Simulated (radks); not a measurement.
Numerical settings for neutral neon, [Ne]. Calculated with a radial shooting solver on a logarithmic mesh with Libxc functionals: scalar-relativistic Kohn-Sham, PBEsol, spin-unpolarised, spherical densities, point nucleus. The defaults (mesh step 0.008 in ln r, mesh end at 40 bohr or more with all orbitals vanishing there, Anderson mixing 0.5 over 9 steps, residual threshold near 1e-9 with the energy settled to 1e-9 hartree or 1e-11 of itself, here a cap of 91 iterations) give E = -128.6718 hartree and 2p at -13.271 eV in 15 iterations. Run on one thread of a shared host, so times are rough (Arm Neoverse N1): 0.07 s of CPU time, 0.07 s wall, 15 iterations on 2496 mesh points. Changes against that run (0 stands for a change within the tolerance of the run):

setting                    iterations         converged  E (mhartree)  e(2p) (meV)  CPU (s)
mesh step in ln r 0.05             15               yes     +0.000281            0     0.02
mesh step in ln r 0.012            15               yes             0            0     0.05
mesh step in ln r 0.2              91                no     -6.99e+05            -     0.11
mesh end (bohr) 2                  13  level above zero     +1.37e+03     +1.9e+04     0.04
mesh end (bohr) 3                  14               yes          +125    +3.33e+03     0.06
residual threshold 0.01             8               yes      +0.00017        -9.74     0.04
residual threshold 0.1              8               yes      +0.00017        -9.74     0.04
mixing 0.2                         16               yes             0            0     0.07
linear mixing, mixing 1            91                no     +6.26e+03    -1.78e+05     0.68
linear mixing, mixing 0.2          88               yes             0            0     0.28
mixing history 3                   17               yes             0            0     0.07
iteration cap 8                     8                no             0       +0.578     0.03

Settled on a wrong energy, with an occupied level pushed above zero by the early mesh end: mesh end (bohr) 2 (+1.37 hartree). Apart from these: settings that end as converged yet miss the energy by more than 1 mhartree: mesh end (bohr) 3 (+0.125 hartree). A mesh that ends early acts as a hard wall.
